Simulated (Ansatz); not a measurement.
# Nudged elastic band run: C2H8BFO

The input (input.yaml):

```yaml
crystal:
  periodic: [false, false, false]
  atoms:
    - { symbol: B, position_ang: [-0.210077, 0.059978, 0.418858] }
    - { symbol: C, position_ang: [0.165496, 0.460153, 1.900109] }
    - { symbol: H, position_ang: [-0.611699, 0.202435, 2.615788] }
    - { symbol: H, position_ang: [1.100392, 0.011117, 2.220394] }
    - { symbol: H, position_ang: [0.297299, 1.541136, 1.952742] }
    - { symbol: H, position_ang: [0.592837, 0.019925, -0.46077] }
    - { symbol: F, position_ang: [-1.494963, 0.099637, 0.045363] }
    - { symbol: O, position_ang: [-0.181273, -2.157633, 0.687028] }
    - { symbol: C, position_ang: [-0.648361, -2.878707, -0.43275] }
    - { symbol: H, position_ang: [-0.584463, -3.946665, -0.254966] }
    - { symbol: H, position_ang: [-1.667799, -2.605843, -0.677335] }
    - { symbol: H, position_ang: [-0.00566, -2.619906, -1.260644] }
    - { symbol: H, position_ang: [-0.712727, -2.363327, 1.444479] }
basis:
  gaussian: { orbitals: "6-31G*" }
hamiltonian:
  xc: hf
neb:
  order_check: false
  images: 7
  f_tol: 0.2
  max_iterations: 60
  final_atoms:
    - { symbol: B, position_ang: [0.33595521, -0.7638576, -1.06264604] }
    - { symbol: C, position_ang: [-0.11723905, 0.10868464, 2.91851906] }
    - { symbol: H, position_ang: [-0.91592903, -0.08977212, 3.62379881] }
    - { symbol: H, position_ang: [0.47815092, 0.9416154, 3.27398489] }
    - { symbol: H, position_ang: [-0.54053144, 0.35365344, 1.95134106] }
    - { symbol: H, position_ang: [1.35090651, -0.23572555, -1.36316296] }
    - { symbol: F, position_ang: [-0.73078439, -0.0181337, -0.80776462] }
    - { symbol: O, position_ang: [0.26256556, -2.091125, -0.9776519] }
    - { symbol: C, position_ang: [-0.92347564, -2.76399571, -0.61626385] }
    - { symbol: H, position_ang: [-0.70246804, -3.82112961, -0.60260736] }
    - { symbol: H, position_ang: [-1.260122, -2.4553799, 0.36562574] }
    - { symbol: H, position_ang: [-1.71022509, -2.57198049, -1.33545952] }
    - { symbol: H, position_ang: [0.51219848, -0.7705538, 2.83058267] }
  initial_path:
    images:
      - { positions_ang: [[-0.210077, 0.059978, 0.418858], [0.165496, 0.460153, 1.900109], [-0.611699, 0.202435, 2.615788], [1.100392, 0.011117, 2.220394], [0.297299, 1.541136, 1.952742], [0.592837, 0.019925, -0.46077], [-1.494963, 0.099637, 0.045363], [-0.181273, -2.157633, 0.687028], [-0.648361, -2.878707, -0.43275], [-0.584463, -3.946665, -0.254966], [-1.667799, -2.605843, -0.677335], [-0.00566, -2.619906, -1.260644], [-0.712727, -2.363327, 1.444479]] }
      - { positions_ang: [[-0.17676874, 0.04802336, 0.31134322], [0.12523723, 0.34865957, 1.90935727], [-0.69967565, 0.06680008, 2.54901364], [1.02994728, -0.15681865, 2.23395771], [0.27415402, 1.41695686, 2.03918142], [0.67634487, 0.02963155, -0.50774092], [-1.43253904, 0.0645051, -0.12171808], [-0.18577398, -2.01910617, 0.64908418], [-0.66799663, -2.82952197, -0.38031017], [-0.45663521, -3.85286174, -0.21790606], [-1.68787293, -2.68546302, -0.47341296], [-0.19740092, -2.56355975, -1.26901154], [-0.56201829, -2.04494519, 1.4764583]] }
      - { positions_ang: [[-0.14346048, 0.03606871, 0.20382843], [0.08497847, 0.23716613, 1.91860554], [-0.78765231, -0.06883485, 2.48223928], [0.95950256, -0.32475431, 2.24752142], [0.25100905, 1.29277771, 2.12562084], [0.75985275, 0.03933809, -0.55471184], [-1.37011509, 0.0293732, -0.28879916], [-0.19027495, -1.88057935, 0.61114036], [-0.68763226, -2.78033693, -0.32787034], [-0.32880743, -3.75905848, -0.18084612], [-1.70794687, -2.76508305, -0.26949092], [-0.38914185, -2.5072135, -1.27737908], [-0.41130958, -1.72656339, 1.50843759]] }
      - { positions_ang: [[-0.11015223, 0.02411407, 0.09631365], [0.0447197, 0.1256727, 1.92785381], [-0.87562896, -0.20446977, 2.41546492], [0.88905784, -0.49268996, 2.26108513], [0.22786407, 1.16859857, 2.21206026], [0.84336062, 0.04904464, -0.60168276], [-1.30769113, -0.0057587, -0.45588024], [-0.19477593, -1.74205252, 0.57319655], [-0.7072679, -2.7311519, -0.27543051], [-0.20097964, -3.66525522, -0.14378617], [-1.7280208, -2.84470307, -0.06556888], [-0.58088277, -2.45086725, -1.28574662], [-0.26060087, -1.40818158, 1.54041689]] }
      - { positions_ang: [[-0.07684397, 0.01215942, -0.01120114], [0.00446093, 0.01417927, 1.93710208], [-0.96360562, -0.3401047, 2.34869055], [0.81861312, -0.66062561, 2.27464884], [0.20471909, 1.04441943, 2.29849968], [0.9268685, 0.05875119, -0.64865369], [-1.24526718, -0.0408906, -0.62296131], [-0.19927691, -1.60352569, 0.53525273], [-0.72690353, -2.68196687, -0.22299069], [-0.07315185, -3.57145197, -0.10672623], [-1.74809474, -2.9243231, 0.13835316], [-0.77262369, -2.394521, -1.29411417], [-0.10989215, -1.08979978, 1.57239619]] }
      - { positions_ang: [[0.02635583, -0.18184483, -0.27406236], [-0.02596406, 0.03780561, 2.18245633], [-0.95168647, -0.27752155, 2.66746762], [0.73349757, -0.26006536, 2.52448285], [0.01840646, 0.87172793, 2.21171002], [1.032878, -0.014868, -0.827281], [-1.11664648, -0.03520137, -0.66916214], [-0.08381629, -1.72542552, 0.15702657], [-0.77604655, -2.70247408, -0.32130898], [-0.2304809, -3.63387138, -0.23069651], [-1.62610155, -2.8070873, 0.1951713], [-1.00702404, -2.43888587, -1.3044505], [0.0456305, -1.00998828, 1.88694281]] }
      - { positions_ang: [[0.12955562, -0.37584909, -0.53692359], [-0.05638906, 0.06143195, 2.42781057], [-0.93976733, -0.21493841, 2.98624468], [0.64838202, 0.1404949, 2.77431687], [-0.16790617, 0.69903643, 2.12492037], [1.1388875, -0.08848718, -1.00590832], [-0.98802578, -0.02951215, -0.71536297], [0.03164433, -1.84732535, -0.22119959], [-0.82518958, -2.72298129, -0.41962727], [-0.38780995, -3.69629079, -0.3546668], [-1.50410837, -2.6898515, 0.25198945], [-1.24142439, -2.48325074, -1.31478684], [0.20115316, -0.93017679, 2.20148943]] }
      - { positions_ang: [[0.23275542, -0.56985334, -0.79978481], [-0.08681406, 0.08505829, 2.67316482], [-0.92784818, -0.15235526, 3.30502175], [0.56326647, 0.54105515, 3.02415088], [-0.35421881, 0.52634493, 2.03813071], [1.24489701, -0.16210637, -1.18453564], [-0.85940508, -0.02382292, -0.76156379], [0.14710495, -1.96922517, -0.59942574], [-0.87433261, -2.7434885, -0.51794556], [-0.54513899, -3.7587102, -0.47863708], [-1.38211519, -2.5726157, 0.30880759], [-1.47582474, -2.52761562, -1.32512318], [0.35667582, -0.8503653, 2.51603605]] }
      - { positions_ang: [[0.33595521, -0.7638576, -1.06264604], [-0.11723905, 0.10868464, 2.91851906], [-0.91592903, -0.08977212, 3.62379881], [0.47815092, 0.9416154, 3.27398489], [-0.54053144, 0.35365344, 1.95134106], [1.35090651, -0.23572555, -1.36316296], [-0.73078439, -0.0181337, -0.80776462], [0.26256556, -2.091125, -0.9776519], [-0.92347564, -2.76399571, -0.61626385], [-0.70246804, -3.82112961, -0.60260736], [-1.260122, -2.4553799, 0.36562574], [-1.71022509, -2.57198049, -1.33545952], [0.51219848, -0.7705538, 2.83058267]] }
```

Run as:

```bash
$ ansatz run input.yaml --threads 1 --pin off --max-ram 2048MiB --backend cpu --events-out ev --progress --plain --runs-dir out
```

Output, in part (warnings, iteration lines, the closing report on the highest movable image, with atoms numbered from 0):

```
NEB end point (image 0): max|allowed force component| = 1.557e-2 eV/Å (the criterion of neb.relax_end_points is 4.000e-2)
NEB end point (image 8): max|allowed force component| = 2.167e-2 eV/Å (the criterion of neb.relax_end_points is 4.000e-2)
NEB iter   1: max|band force component| = 4.138e1 eV/Å  barrier→ = 11.6823 eV  barrier← = 13.2844 eV  Δτ_max = 0.2000 Å  (291 SCF iters)
NEB iter   2: max|band force component| = 8.004e0 eV/Å  barrier→ = 3.2151 eV  barrier← = 4.8171 eV  Δτ_max = 0.2000 Å  (233 SCF iters)
NEB iter   3: max|band force component| = 3.497e0 eV/Å  barrier→ = 3.0077 eV  barrier← = 4.6097 eV  Δτ_max = 0.1967 Å  (213 SCF iters)
NEB iter   4: max|band force component| = 4.074e0 eV/Å  barrier→ = 2.7712 eV  barrier← = 4.3732 eV  Δτ_max = 0.1073 Å  (227 SCF iters)
NEB iter   5: max|band force component| = 5.980e0 eV/Å  barrier→ = 1.9452 eV  barrier← = 3.5472 eV  Δτ_max = 0.0501 Å  (212 SCF iters)
NEB iter   6: max|band force component| = 5.428e0 eV/Å  barrier→ = 1.4007 eV  barrier← = 3.0028 eV  Δτ_max = 0.1000 Å  (217 SCF iters)
NEB iter   7: max|band force component| = 3.280e0 eV/Å  barrier→ = 1.1354 eV  barrier← = 2.7374 eV  Δτ_max = 0.2000 Å  (217 SCF iters)
NEB iter   8: max|band force component| = 1.869e0 eV/Å  barrier→ = 0.6829 eV  barrier← = 2.2849 eV  Δτ_max = 0.1987 Å  (215 SCF iters)
NEB iter   9: max|band force component| = 1.302e0 eV/Å  barrier→ = 1.3852 eV  barrier← = 2.9872 eV  Δτ_max = 0.1112 Å  (212 SCF iters)
NEB iter  10: max|band force component| = 2.694e0 eV/Å  barrier→ = 1.3191 eV  barrier← = 2.9211 eV  CI = image 4  Δτ_max = 0.1999 Å  (207 SCF iters)
NEB iter  11: max|band force component| = 1.516e0 eV/Å  barrier→ = 1.9746 eV  barrier← = 3.5766 eV  CI = image 4  Δτ_max = 0.2000 Å  (210 SCF iters)
NEB iter  12: max|band force component| = 1.746e0 eV/Å  barrier→ = 2.3481 eV  barrier← = 3.9501 eV  CI = image 4  Δτ_max = 0.0998 Å  (211 SCF iters)
NEB iter  13: max|band force component| = 1.936e0 eV/Å  barrier→ = 2.1379 eV  barrier← = 3.7399 eV  CI = image 4  Δτ_max = 0.0714 Å  (208 SCF iters)
NEB iter  14: max|band force component| = 5.217e-1 eV/Å  barrier→ = 2.0520 eV  barrier← = 3.6540 eV  CI = image 4  Δτ_max = 0.0749 Å  (210 SCF iters)
NEB iter  15: max|band force component| = 4.308e-1 eV/Å  barrier→ = 2.0422 eV  barrier← = 3.6442 eV  CI = image 4  Δτ_max = 0.0366 Å  (205 SCF iters)
NEB iter  16: max|band force component| = 2.258e-1 eV/Å  barrier→ = 2.0491 eV  barrier← = 3.6511 eV  CI = image 4  Δτ_max = 0.0415 Å  (194 SCF iters)
NEB iter  17: max|band force component| = 1.591e-1 eV/Å  barrier→ = 2.0428 eV  barrier← = 3.6448 eV  CI = image 4  Δτ_max = 0.0000 Å  (426 SCF iters)
Total energy: -7601.36929633 eV, -279.3451692471 hartree
Atom 0 at    -0.007556    -0.313417     0.158723 Å, force    -0.005753    -0.045374     0.103860 eV/Å
Atom 1 at    -0.024074    -0.019078     1.970880 Å, force     0.012140    -0.059023     0.024575 eV/Å
Atom 2 at    -0.886029    -0.291658     2.577578 Å, force     0.007759    -0.001743     0.003368 eV/Å
Atom 3 at     0.884874    -0.143187     2.552341 Å, force    -0.004736     0.006405    -0.016563 eV/Å
Atom 4 at    -0.123671     1.042998     1.775507 Å, force    -0.025361    -0.003646    -0.028305 eV/Å
Atom 5 at     0.935816     0.241481    -0.304965 Å, force    -0.000645     0.003644     0.026738 eV/Å
Atom 6 at    -1.233777     0.003676    -0.314350 Å, force    -0.004769     0.002335    -0.018763 eV/Å
Atom 7 at     0.171698    -1.835287     0.255836 Å, force     0.162872     0.018163    -0.046369 eV/Å
Atom 8 at    -0.756210    -2.726665    -0.328821 Å, force    -0.083877     0.016401     0.042760 eV/Å
Atom 9 at    -0.332991    -3.719149    -0.279858 Å, force     0.003055    -0.003710     0.026177 eV/Å
Atom 10 at    -1.703061    -2.707154     0.195415 Å, force    -0.015875     0.013291    -0.002822 eV/Å
Atom 11 at    -0.918204    -2.451196    -1.360751 Å, force     0.002136    -0.008050    -0.004371 eV/Å
Atom 12 at     0.032188    -1.259064     1.300762 Å, force    -0.046945     0.061306    -0.110285 eV/Å
Dipole moment:    -0.086680    -0.392603     0.200494 e Å
```

The run converged. The threshold of 0.2 eV/Å is loose, so the images may lie well off the minimum-energy path. Neighbouring images differ by up to 3.1 eV, so the band resolves the path poorly. The order of the stationary point at the top wasn't checked. The orbitals stay closed-shell, which can raise the energy where a bond breaks towards radicals; this wasn't checked here.

Final band (atoms are numbered from 1 in the order of the input):

```csv
image,path coordinate (Å),energy (kcal/mol),B1–C2 (Å),O8–H13 (Å),B1–O8 (Å)
0,0.00,0.0,1.58,0.95,2.23
1,0.82,0.1,1.58,0.95,2.28
2,1.64,0.3,1.58,0.95,2.25
3,2.46,5.2,1.62,0.95,1.75
4,3.28,47.1,1.84,1.20,1.54
5,4.34,-23.8,2.62,2.03,1.34
6,5.41,-35.8,3.30,2.73,1.33
7,6.47,-36.8,3.72,3.22,1.33
8,7.53,-36.9,4.10,4.04,1.33
```

Time of the run: 3.9 min on 1 thread of Arm Neoverse V1 (shared host), peak memory 0.17 GiB.
